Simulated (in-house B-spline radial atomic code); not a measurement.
# Ionising the copper ion Cu⁷⁺ with different functionals

Computed with a radial B-spline atomic code at the basis-set limit: non-relativistic Hamiltonian, point nucleus, spin-polarised at highest spin, spherical fractional occupations for the functionals, the average over the highest-spin determinants for Hartree-Fock. The ionisation energy is the difference of two self-consistent energies, [Ar] 3d4 → [Ar] 3d3, without Breit or QED terms; ε is the level of the shell that loses the electron (its least bound occupied spin orbital).

Hybrids are left out here: with spherical fractional occupations of an open shell their exact exchange keeps a self-interaction that integer-occupation calculations don't have.

```csv
method,rung,ΔSCF (eV),-ε(3d) (eV)
Hartree-Fock,Hartree-Fock,168.03,170.14
LDA VWN5,LDA,169.04,154.10
LDA PW92,LDA,169.02,154.09
LDA exchange-only,LDA,167.18,152.30
PBE,GGA,168.83,153.91
PBEsol,GGA,168.78,153.86
BLYP,GGA,168.71,153.77
RPBE,GGA,168.78,153.86
PW91,GGA,168.99,154.05
BP86,GGA,168.84,153.91
AM05,GGA,168.82,153.89
OLYP,GGA,169.76,154.80
TPSS,meta-GGA,168.73,153.83
SCAN,meta-GGA,169.53,154.76
r2SCAN,meta-GGA,169.55,154.78
M06-L,meta-GGA,169.53,154.75
revTPSS,meta-GGA,168.65,153.76
```

(1) How do they compare with the NIST value?

## Answers

(1) NIST lists 166 eV ± 2.1 (tabulated theory, ground level to ground level). Errors run from +1.18 to +3.76 eV; all lie within about twice that uncertainty, so the table can't rank the methods. Hartree-Fock also lacks correlation.
